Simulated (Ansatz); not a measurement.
Consider the formal exchange of groups at the Si–Se bond: `N[SiH2][Se][SiH3]` + `ClB[SeH]` → `[SiH3]B(Cl)[SeH]` + `N[SiH2][SeH]`.

Calculated with Ansatz (gas phase, PBE0-D4/def2-TZVP geometries, no zero-point term in ΔE). CCSD(T)/CBS adds triple-zeta CCSD(T) − MP2 to the extrapolated MP2 energy (def2 sets, frozen cores). DFT in def2-TZVPP. B3LYP here is the variant with VWN-RPA as its local correlation; programs differ in this. For Se outer-core shells are correlated without core-valence functions, which leaves a few kJ/mol of doubt a bond. Scalar relativity is left out up to krypton. One conformer a species, not always the lowest.

| level | ΔE (eV) |
| --- | --- |
| B3LYP | 0.75 |
| HF/def2-TZVPP | 0.88 |

Question: What does CCSD(T)/CBS give? (Estimate.)

Answer: Computed: +0.81 eV. The listed levels differ from it by -0.06, 0.07 eV.

Largest T1 diagnostic among the species: 0.013.

From PBE to PBE0 (25 % exact exchange), in def2-TZVPP and without D4, ΔE moves by +0.06 eV.
